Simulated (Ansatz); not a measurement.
`C[SiH](O)P`, charge 0, multiplicity 1.

Q: Give a relaxed structure at PBE0-D4/def2-TZVP (Ansatz). (Best estimate.)

A: The calculation gave: 
Z-matrix (Å, degrees):
```
C
Si 1 1.865
H 1 1.093 2 110.5
H 1 1.093 2 111.5 3 120.0
H 1 1.093 2 110.3 3 -119.7
O 2 1.652 1 112.1 3 174.5
P 2 2.258 1 107.8 3 -59.1
H 2 1.484 1 110.6 3 58.3
H 6 0.958 2 117.5 1 73.9
H 7 1.420 2 94.1 1 -164.6
H 7 1.423 2 93.6 1 -70.5
```
This is one stationary point; other conformers may exist.
